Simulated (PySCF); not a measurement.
A small calculation by hand: oscillator strength and radiative lifetime

B(H)(OH)(SiH3) (BH₅OSi), SMILES OB[SiH3].

The structure is a stationary point at B3LYP-D3(BJ)/def2-TZVP. One conformer was computed; it need not be the lowest.

TDDFT-LC-ωPBE/def2-SVPD in PySCF 2.14.0 puts the first singlet state with f over 0.02 at 8.57 eV (vertical), with the transition dipole (0.287, 0.413, 0.000) in atomic units.

**Question.** Find the oscillator strength, the wavelength and the radiative lifetime that this transition would have in vacuum if emission retraced absorption.

**Answer.** 
|μ|² = 0.2529 au, so |μ| = 1.28 D. ΔE = 8.57/27.211 = 0.3149 hartree. f = (2/3) ΔE |μ|² = 0.053 (the program prints 0.053).
λ = 1239.84/8.57 = 145 nm; ν = 69122 cm⁻¹.
Einstein's coefficient A = 0.6670 ν² f s⁻¹ (ν in cm⁻¹) = 1.7e8 s⁻¹, so τ = 1/A = 5.9 ns. This state is S6; the lower singlets have f = 0.003, 0.007, 0.016, 0.008, 0.004. The figure is the radiative limit of this one transition; relaxation, internal conversion, crossing to triplets and a medium change what is measured.
